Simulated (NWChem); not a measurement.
# CdNH3; SMILES [NH2][CdH]

Computed with NWChem. Medium grid unless said otherwise, to which SCAN and Minnesota functionals are sensitive. Geometry: optimised at PBE0/def2-SVP. def2 effective core potentials on Cd; no spin-orbit coupling. Total energies of different functionals are on different scales.

| level | energy (Ha) | highest occupied level (eV) | orbital gap (eV) | dipole (D) |
|---|---|---|---|---|
| B3LYP/def2-SVP | -224.2726 | -6.13 | 5.46 | 1.09 |
| PBE/def2-SVP | -224.1453 | -5.05 | 4.00 | 1.10 |
| r2SCAN/def2-SVP | -224.2378 | -5.27 | 4.62 | 1.07 |
| BP86/def2-SVP | -224.3275 | -5.16 | 4.11 | 1.11 |
| MN15-L/def2-SVP | -223.5527 | ? | ? | 1.06 |
| PW91/def2-SVP | -224.2680 | -5.11 | 3.94 | 1.10 |
| LDA (Slater exchange, VWN5)/def2-SVP | -223.4606 | -5.23 | 4.00 | 1.16 |
| TPSS/def2-SVP | -224.1515 | -5.09 | 4.23 | 1.10 |
| N12/def2-SVP | -224.6385 | -4.87 | 3.96 | 1.07 |

Some entries are withheld; supply them.


- MN15-L/def2-SVP, highest occupied level (eV): -5.52
- MN15-L/def2-SVP, orbital gap (eV): 4.68
